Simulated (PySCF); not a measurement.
[CuF4]2- holds Cu(II), d9, at total charge -2. The structure is a PBE0-D3(BJ)/def2-TZVP, IEF-PCM water geometry optimised for multiplicity 2; coordination square planar, point group D4h, metal–donor distances 1.90 Å.

```
5

Cu    0.000    0.000    0.000
F     1.896    0.000    0.000
F    -1.896    0.000    0.000
F     0.000    1.896    0.000
F     0.000   -1.896    0.000
```

Method (PySCF 2.14, density fitting): CASSCF(9,5) with orbitals averaged over all microstates of the shell, strongly contracted NEVPT2 on the averaged canonical orbitals; basis x2c-TZVPall on the metal, x2c-SVPall elsewhere; spin-free X2C; IEF-PCM water; spin-orbit coupling by state interaction with the mean-field operator over all roots.

**Question.** What is the ground state?

**Answer.** 2B1g (S = 1/2, orbital degeneracy 1), orbital occupations from the lowest 2.0 2.0 2.0 2.0 1.0, by NEVPT2.

**Question.** Where do the spin-allowed transitions within the shell lie?

**Answer.** By NEVPT2: 2B2g at 11700 cm⁻¹ (855 nm); 2Eg at 16034 cm⁻¹ (624 nm); 2A1g at 17593 cm⁻¹ (568 nm). All are electric-dipole forbidden at this geometry.

**Question.** What ligand-field parameters describe the result?

**Answer.** At NEVPT2 level: orbital energies 0, 1560, 1560, 5894, 17593 cm⁻¹; ζ = 805 cm⁻¹ (free ion 818).

**Question.** What magnetic behaviour follows?

**Answer.** The ground doublet has g = 2.077, 2.077, 2.496. μeff is 1.97 μB at 300 K and 1.93 μB at 10 K; the spin-only value is 1.73 μB.

No frequencies were computed for the optimised geometry. NEVPT2 lifts 2B2g from 8514 to 11700 cm⁻¹; on the d shell alone such lifts tend to overshoot.

The job took 4.2 s on one thread of Intel Xeon Platinum 8488C (shared host), with 104 basis functions, launched as `OMP_NUM_THREADS=1 python lf_run.py task.json out`.
